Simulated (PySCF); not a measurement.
## Correlation energy of Ag²⁸⁺ (silver, charge +28)

[Ar] 3d1, 2D determinant. Calculation: PySCF 2.14, in an even-tempered Gaussian basis (18 s from 3.6 bohr⁻², ratio 2.5; 12 p from 4.7 bohr⁻², ratio 2.5; 8 d from 4.7 bohr⁻², ratio 2.5; 4 f from 16 bohr⁻², ratio 2.7; 3 g from 25 bohr⁻², ratio 2.7); scalar relativity by spin-free X2C-1e. Frozen: [Ne]; 9 electrons correlated; the 30 highest virtual orbitals of each spin left out.

MP2 pair energies summed by pair of shells (mhartree):

```
 pair   energy  share (%)
3p-3p  -295.39       68.0
3p-3d   -57.57       13.3
3s-3p   -57.15       13.2
3s-3s   -13.38        3.1
3s-3d   -11.02        2.5
```

Total MP2 correlation energy: -434.52 mhartree.

At this charge the one-electron X2C treatment keeps the bare 1/r₁₂, with no two-electron picture change or Breit term. The effect here is smaller than on the frozen 1s shell; and a scalar Hamiltonian misses the large spin-orbit splitting of the p shells, which matters for ns² → np² pairs.
